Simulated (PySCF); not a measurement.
C₄H₅, multiplicity 2. Atoms are numbered in the order given.

```xyz
9

C     -0.0295     1.9309     0.0000
C      0.4259     0.6881     0.0000
C     -0.4104    -0.5183     0.0000
C      0.0802    -1.7674     0.0000
H     -0.9957     2.4374     0.0000
H      1.5134     0.5181     0.0000
H     -1.4948    -0.3609     0.0000
H      1.1585    -1.9557     0.0000
H     -0.5786    -2.6390     0.0000
```
Charge 0, spin multiplicity 2.

Geometry optimised at B3LYP-D3(BJ)/def2-SVP. The isomer is the one that the SMILES or the coordinates give; other isomers of the formula were not compared. The values are those of a single conformer.

Level of theory: PySCF with PBE/def2-TZVPD.

Mulliken values depend strongly on the basis, most of all with diffuse functions as here. Atomic charges (e):

```json
[
 {"atom": "C1", "Mulliken": "-0.45", "meta-Löwdin": "-0.16", "Mulliken spin": "1.01"},
 {"atom": "C2", "Mulliken": "0.01", "meta-Löwdin": "-0.13", "Mulliken spin": "-0.12"},
 {"atom": "C3", "Mulliken": "0.17", "meta-Löwdin": "-0.10", "Mulliken spin": "0.07"},
 {"atom": "C4", "Mulliken": "-0.77", "meta-Löwdin": "-0.26", "Mulliken spin": "-0.04"},
 {"atom": "H5", "Mulliken": "0.18", "meta-Löwdin": "0.14", "Mulliken spin": "0.04"},
 {"atom": "H6", "Mulliken": "0.23", "meta-Löwdin": "0.13", "Mulliken spin": "0.05"},
 {"atom": "H7", "Mulliken": "0.25", "meta-Löwdin": "0.12", "Mulliken spin": "-0.01"},
 {"atom": "H8", "Mulliken": "0.19", "meta-Löwdin": "0.12", "Mulliken spin": "0.00"},
 {"atom": "H9", "Mulliken": "0.20", "meta-Löwdin": "0.13", "Mulliken spin": "0.00"}
]
```
